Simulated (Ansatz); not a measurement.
Basis-set extrapolation for BFH₂S₂ (`FB(S)S`) (PBE0-D4/def2-TZVP geometry, frozen core, Ansatz). Multiplicity 1, RHF reference.

```json
{"": "HF", "def2-TZVPP": "-920.548562", "def2-QZVPP": "-920.576145"}
{"": "MP2 correlation", "def2-TZVPP": "-0.697804", "def2-QZVPP": "-0.759838"}
{"": "CCSD(T) correlation", "def2-TZVPP": "-0.765908", "def2-QZVPP": "not run"}
```

Energies in hartree. Use E(X) = E(∞) + A·exp(−7.88·√X) for Hartree–Fock and E(X) = E(∞) + B·X^(−2.97) for correlation, with X = 3 and 4, and add CCSD(T) minus MP2 of the smaller set to the MP2 limit.

What is the CCSD(T) energy at the basis-set limit?

HF limit: -920.576145 + (-0.027583) × 0.13774 = -920.57994. MP2 limit: -0.759838 + (-0.062034) × 0.74074 = -0.80579. Higher-order term: -0.765908 − (-0.697804) = -0.06810. Total: -921.45383 hartree, 3.79 eV below CCSD(T)/def2-TZVPP.
